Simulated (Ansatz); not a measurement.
`C=C(N)S[SiH3]`, relaxed with RKS PBE-D4/def2-SVP in the Gaussian-basis code of Ansatz from a rough embedded geometry. The force threshold is 0.03 eV/Å; the program also tests the step.

Total charge 0; spin multiplicity 1.

Start:

```xyz
12

C    -0.981    0.672    1.301
C    -0.080   -0.136    0.871
N    -0.213   -1.457    1.116
S     1.385    0.458    0.032
Si    0.734    0.475   -2.042
H    -0.884    1.816    1.167
H    -1.848    0.387    1.856
H     0.773   -1.920    1.158
H    -0.734   -1.700    1.990
H     1.829    1.059   -2.810
H    -0.505    1.284   -2.179
H     0.525   -0.937   -2.462
```

```csv
step,energy (eV),largest force (eV/Å),largest move (Å)
1,-22368.4887,5.607,0.000
2,-22369.0061,1.391,0.153
3,-22369.0702,0.438,0.086
4,-22369.0848,0.303,0.067
5,-22369.1004,0.218,0.168
6,-22369.1062,0.151,0.160
7,-22369.1123,0.105,0.086
8,-22369.1181,0.143,0.119
9,-22369.1243,0.341,0.195
10,-22369.1304,0.383,0.155
11,-22369.1540,0.224,0.200
12,-22369.1615,0.090,0.149
13,-22369.1648,0.065,0.042
14,-22369.1648,0.147,0.034
15,-22369.1662,0.026,0.022
```

End:

```xyz
12

C    -0.911    0.875    1.776
C    -0.146    0.160    0.918
N    -0.333   -1.181    0.571
S     1.213    0.949    0.049
Si    0.838    0.165   -1.946
H    -0.796    1.964    1.858
H    -1.678    0.378    2.391
H     0.529   -1.737    0.559
H    -1.080   -1.649    1.094
H     1.733    0.996   -2.822
H    -0.599    0.358   -2.337
H     1.229   -1.279   -2.111
```

Hardware: 4 threads of a server CPU on a shared host. Wall time 14 s, peak host memory 0.18 GiB.
